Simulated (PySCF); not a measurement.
Constitutional and geometric isomers with formula H2B3N. Isolated molecules, 0 K electronic values unless said otherwise. One relaxed conformer stands for each flexible species; it need not be the lowest. Strings in code marks are SMILES.

Quantity: vertical ionisation energy (energy after one electron is removed minus that of the parent at the parent's geometry), in eV.

Level 1: ωB97X-D3(BJ)/def2-TZVP // B3LYP-D3(BJ)/def2-TZVP (PySCF)
Level 2: B3LYP/6-31G* // B3LYP-D3(BJ)/def2-TZVP (PySCF)
Level 3: minus the HOMO energy of HF/6-31G* // B3LYP-D3(BJ)/def2-TZVP (PySCF)
Level 4: HF/6-31G* // B3LYP-D3(BJ)/def2-TZVP (PySCF)

```json
[
 {"species": "`B=BN=B`", "level 1": "6.95", "level 2": "6.77", "level 3": "6.34", "level 4": "5.38"},
 {"species": "`B=BB=N`", "level 1": "8.25", "level 2": "7.79", "level 3": "7.77", "level 4": "6.89"}
]
```
